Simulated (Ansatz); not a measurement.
Basis sets compared for the cluster Hf₂S₃. Total charge 0; singlet. Geometry r2SCAN-D4/def2-SVP. Ansatz on 4 threads of Intel Xeon Platinum 8259CL on a shared host; times are rough, and most runs start from earlier orbitals.

```xyz
5

Hf   -0.8077   -0.1100   -1.1321
Hf    1.1037   -0.7646    0.3785
S     1.4907    0.4907   -1.6741
S    -1.3248   -0.7748    1.3408
S    -0.4619    1.1588    1.0869
```

In the def2 sets Hf takes a core potential; there is no spin–orbit coupling. The restricted singlet is unstable towards broken spin symmetry in Hartree–Fock (as tested in another run); at PBE-D4/def2-SVP, PBE-D4/def2-TZVP, PBE0-D4/def2-SVP, PBE0-D4/def2-TZVP this wasn't settled. No other spin state of charge 0 was run. Another isomer (singlet) lies 3.18 eV lower at PBE0-D4/def2-TZVP; other spin states weren't run for this one.

Binding counts from free atoms (Hf triplet, S triplet) in the same basis, without a counterpoise term.

```json
{"level": "PBE-D4/def2-SVP", "functions": "118", "energy (Eh)": "-1289.8651", "HOMO (eV)": "-3.67", "LUMO (eV)": "-2.83", "binding per atom (eV)": "3.97", "wall time": "2.4 s"}
{"level": "PBE0-D4/def2-SVP", "functions": "118", "energy (Eh)": "-1289.8723", "HOMO (eV)": "-4.46", "LUMO (eV)": "-2.20", "binding per atom (eV)": "3.72", "wall time": "3.9 s"}
```

(1) Estimate the rows for PBE-D4/def2-TZVP (with forces), PBE0-D4/def2-TZVP.

Results:

(1) 
```
                         level  functions  energy (Eh)  HOMO (eV)  LUMO (eV)  binding per atom (eV)  wall time
PBE-D4/def2-TZVP (with forces)        191   -1290.3014      -3.62      -2.77                   4.04      4.6 s
             PBE0-D4/def2-TZVP        191   -1290.3082      -4.38      -2.22                   3.82      5.5 s
```
